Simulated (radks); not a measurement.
Task: Radial electron density D(r) = 4 pi r^2 rho(r) of an atom or ion with 66.25 electrons. Method: Dirac Kohn-Sham, PBEsol, spin-unpolarised, spherical densities, point nucleus; computed with a radial shooting solver on a logarithmic mesh with Libxc functionals.

```
   r/bohr * D(r) (the largest magnitude, 124, reaches the edge; | marks zero)
 0.001786 |     *
 0.002402 |         *
 0.003255 |             *
 0.004376 |                    *
 0.005884 |                           *
 0.007911 |                                  *
  0.01072 |                                        *
  0.01441 |                                          *
  0.01938 |                                       *
  0.02626 |                                     *
  0.03531 |                                        *
  0.04748 |                                                 *
  0.06434 |                                                      *
  0.08651 |                                              *
   0.1163 |                                         *
   0.1564 |                                                *
   0.2119 |                                           *
   0.2849 |                         *
   0.3831 |                        *
   0.5192 |                         *
    0.698 |               *
   0.9384 |       *
    1.272 |    *
     1.71 | *
    2.299 |*
    3.091 *
    4.189 *
    5.632 *
    7.572 *
```

What is the nuclear charge?

Result: Z = 69. The innermost maximum, from 1s, lies near gamma/Z bohr with gamma = sqrt(1 - (Z/c)^2) = 0.864, here 0.0125 bohr (found: 0.0138), and its height grows with Z. The density is that of the thulium ion Tm2.75+ in [Xe] 4f10.75 6s1.5; the configuration itself is not fixed sharply by these data, and Z only to a few units. D(r) has 4 maxima, at r = 0.0138, 0.0618, 0.171, 0.464 bohr, and minima at 0.0267, 0.112, 0.329 bohr, inside which lie 2.01, 11.14, 29.60 electrons.
